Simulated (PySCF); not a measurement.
Al(I)(Me)2, SMILES [I][Al]([CH3])[CH3], singlet (B3LYP/def2-SVP optimised geometry):

```
10

Al    -0.269    -0.008     0.000
I      2.249    -0.008     0.000
C     -1.150    -1.755     0.002
H     -0.881    -2.331    -0.900
H     -2.249    -1.670     0.036
H     -0.826    -2.361     0.866
C     -1.145     1.740     0.000
H     -2.243     1.658    -0.066
H     -0.795     2.361    -0.842
H     -0.902     2.299     0.921
```

Level of theory: PySCF with B3LYP/def2-TZVP, def2 effective core potentials past Kr.

### Question
What are the frontier orbital energies and the dipole moment?

### Answer
HOMO-2 -8.12 eV, HOMO-1 -7.37 eV, HOMO -7.07 eV, LUMO -1.21 eV, LUMO+1 -0.52 eV; dipole moment 2.18 D.

On the same geometry PBE/def2-TZVP, def2 effective core potentials past Kr (PySCF) gives HOMO-2 -7.08 eV, HOMO-1 -6.52 eV, HOMO -6.18 eV, LUMO -1.77 eV, LUMO+1 -1.02 eV; dipole moment 2.11 D.
